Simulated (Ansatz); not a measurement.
PBE exchange is replaced step by step with exact exchange (0 % is PBE, 25 % PBE0; no dispersion term), basis def2-SVP, Ansatz. System: `Cc1cc(-c2sc(-c3sc(C#C[Si](C)(C)C)cc3C)cc2C)sc1C#C[Si](C)(C)C`. The state is a singlet with charge 0. Geometry: r2SCAN-D4/def2-SVP.

Geometry of the singlet:

```xyz
60

C    -3.977   -3.113   -0.174
C    -2.506   -3.061   -0.439
C    -1.710   -1.899   -0.327
C    -0.361   -2.086   -0.623
C     0.687   -1.101   -0.570
S     0.348    0.437    0.188
C     1.949    1.044   -0.144
C     2.320    2.380    0.250
S     1.087    3.589    0.485
C     2.263    4.796    0.945
C     1.863    6.094    1.296
C     1.506    7.231    1.602
Si    0.977    8.936    2.058
C     1.259    9.186    3.899
C     2.004   10.162    1.071
C    -0.846    9.117    1.644
C     3.545    4.259    0.893
C     3.596    2.899    0.505
C     4.872    2.119    0.422
C     2.699    0.068   -0.790
C     2.007   -1.144   -1.035
C     2.636   -2.311   -1.733
S    -0.069   -3.753   -1.053
C    -1.751   -4.173   -0.829
C    -2.189   -5.488   -1.045
C    -2.570   -6.647   -1.222
Si   -3.147   -8.374   -1.485
C    -2.405   -9.017   -3.087
C    -2.584   -9.433   -0.038
C    -5.023   -8.355   -1.591
H    -4.507   -2.324   -0.732
H    -4.191   -2.953    0.896
H    -4.396   -4.086   -0.463
H    -2.115   -0.924   -0.044
H     0.957   10.203    4.204
H     0.674    8.466    4.493
H     2.321    9.055    4.162
H     1.860   10.019   -0.012
H     3.078   10.045    1.287
H     1.718   11.198    1.319
H    -1.029    8.953    0.570
H    -1.455    8.391    2.205
H    -1.203   10.128    1.899
H     4.426    4.849    1.150
H     5.669    2.622    0.988
H     5.224    2.018   -0.620
H     4.749    1.102    0.826
H     3.722    0.235   -1.128
H     2.014   -2.674   -2.567
H     2.787   -3.164   -1.050
H     3.619   -2.031   -2.138
H    -2.724  -10.056   -3.275
H    -1.303   -9.002   -3.049
H    -2.720   -8.403   -3.947
H    -3.001   -9.061    0.911
H    -1.486   -9.431    0.052
H    -2.912  -10.478   -0.167
H    -5.414   -9.374   -1.748
H    -5.471   -7.960   -0.665
H    -5.369   -7.727   -2.428
```

Single mean-field runs in def2-SVP are fitted with def2-universal-jkfit.

| exact exchange (%) | HOMO (eV) | LUMO (eV) | gap (eV) |
| --- | --- | --- | --- |
| 0 | -4.57 | -2.62 | 1.95 |
| 5 | -4.73 | -2.52 | 2.20 |
| 10 | -4.89 | -2.42 | 2.47 |
| 15 | -5.05 | -2.32 | 2.73 |
| 25 | -5.38 | -2.10 | 3.28 |
| 50 | -6.24 | -1.54 | 4.70 |

(1) Estimate the row for 35 %.

Results:

(1) 
| exact exchange (%) | HOMO (eV) | LUMO (eV) | gap (eV) |
| --- | --- | --- | --- |
| 35 | -5.72 | -1.88 | 3.84 |
